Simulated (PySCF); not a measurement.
Electron correlation in Co (cobalt, neutral)

[Ar] 3d7 4s1 4p1, one real determinant (an excited configuration). Calculation: PySCF 2.14, in x2c-TZVPPall with one added diffuse shell each of s, p, d, f type (7s6p5d3f1g, 80 functions); the spin-free X2C one-electron Hamiltonian (Gaussian nucleus). Frozen: [Ar]; 9 electrons correlated.

MP2 pair energies summed by pair of shells (mhartree):

```tsv
pair	energy	share (%)
3d-3d	-185.53	87.1
3d-4s	-16.90	7.9
3d-4p	-8.47	4.0
4s-4p	-2.16	1.0
```

Total MP2 correlation energy: -213.07 mhartree.

Same-spin part -98.31 and opposite-spin part -114.76 mhartree; SCS-MP2 scales them by 1/3 and 6/5 to -170.48 mhartree.

The reference is one real determinant that mixes LS terms of this configuration.
